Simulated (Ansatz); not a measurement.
A nudged elastic band was laid between two geometries of Cl₃H₄HfNO (10 atoms, charge 0, multiplicity 1).

The calculation used RKS PBE0/def2-SVP in Ansatz 0.2.0.

| Property | Result |
| --- | --- |
| movable images | 9 |
| climbing image | yes |
| spring | 5.0 eV/Å² |
| optimiser | quadratic models (default) |
| start path | through a guess of the saddle point |
| force threshold | 0.05 eV/Å |
| iteration limit | 60 |
| end points | relaxed |

Image 0:

```xyz
10
Properties=species:S:1:pos:R:3
Hf 0.137 0.045 0.059
Cl 0.133 0.562 2.395
Cl 2.257 0.524 -0.867
N -0.978 1.557 -0.639
H -1.863 1.466 -1.133
H -0.769 2.548 -0.524
Cl -1.236 -1.625 -0.973
O 0.975 -1.975 1.003
H 0.558 -2.812 0.764
H 1.127 -1.973 1.958
```

Image 10:

```xyz
10
Properties=species:S:1:pos:R:3
Hf 0.276 -0.480 -0.857
Cl -0.378 0.240 3.187
Cl 2.243 0.115 -2.026
N -0.635 1.162 -0.183
H -0.787 1.330 0.814
H -1.001 1.947 -0.717
Cl -1.164 -1.645 -2.328
O 0.658 -1.488 0.763
H 1.038 -2.296 1.118
H 0.091 -0.569 2.273
```

(1) Which bonds break or form, and what moves?

(2) Give the energies along the band, and the barrier.

(3) What is the geometry of the highest image?

## Answers

(1) Bonds broken: Hf1–Cl2, O8–H10. Bonds formed: Cl2–H10. Cl3H4HfNO becomes Cl2H3HfNO + ClH.

(2) The forces met the threshold. The highest image is number 8 of 0 to 10, 0.90 eV above the first end and 0.06 eV above the last; the last end lies 0.85 eV above the first. Beside the main top the profile has a ripple of under 15 meV (maxima at images 2, 8), which may be a very shallow well or noise. A structure lower than the first end lies on the path between it and the top, so the climb from that side starts below the end, which may itself be a saddle point or a shallow side well. A vibrational analysis at the climbing image gives one clearly imaginary mode, 73i cm⁻¹: a first-order saddle point. The orbitals stay closed-shell, which can raise the energy where a bond breaks towards radicals; this wasn't checked here.

| image | path coordinate (Å) | energy (eV) | Hf1–Cl2 (Å) | O8–H10 (Å) | Cl2–H10 (Å) |
| --- | --- | --- | --- | --- | --- |
| 0 | 0.00 | 0.00 | 2.39 | 0.97 | 2.76 |
| 1 | 0.82 | 0.01 | 2.40 | 0.97 | 2.72 |
| 2 | 1.63 | 0.01 | 2.39 | 0.97 | 2.74 |
| 3 | 2.45 | 0.00 | 2.40 | 0.97 | 2.75 |
| 4 | 3.26 | -0.01 | 2.40 | 0.97 | 2.78 |
| 5 | 4.08 | 0.00 | 2.41 | 0.97 | 2.71 |
| 6 | 4.89 | 0.01 | 2.43 | 0.97 | 2.51 |
| 7 | 5.71 | 0.29 | 2.55 | 1.00 | 2.01 |
| 8 | 6.52 | 0.90 | 2.96 | 1.53 | 1.37 |
| 9 | 7.94 | 0.86 | 3.97 | 1.83 | 1.31 |
| 10 | 9.36 | 0.85 | 4.16 | 1.86 | 1.31 |

(3) 
```xyz
10
Properties=species:S:1:pos:R:3
Hf 0.322 -0.322 -0.421
Cl 0.836 0.538 2.369
Cl 2.484 0.421 -1.035
N -1.021 1.160 -0.242
H -1.227 1.690 0.601
H -1.588 1.513 -1.012
Cl -0.476 -1.428 -2.335
O 0.250 -1.758 0.990
H 0.185 -2.717 1.006
H 0.576 -0.781 2.121
```

The run took 11 min on 4 threads of Arm Neoverse V2, with other jobs on the host, peak memory 0.41 GiB.
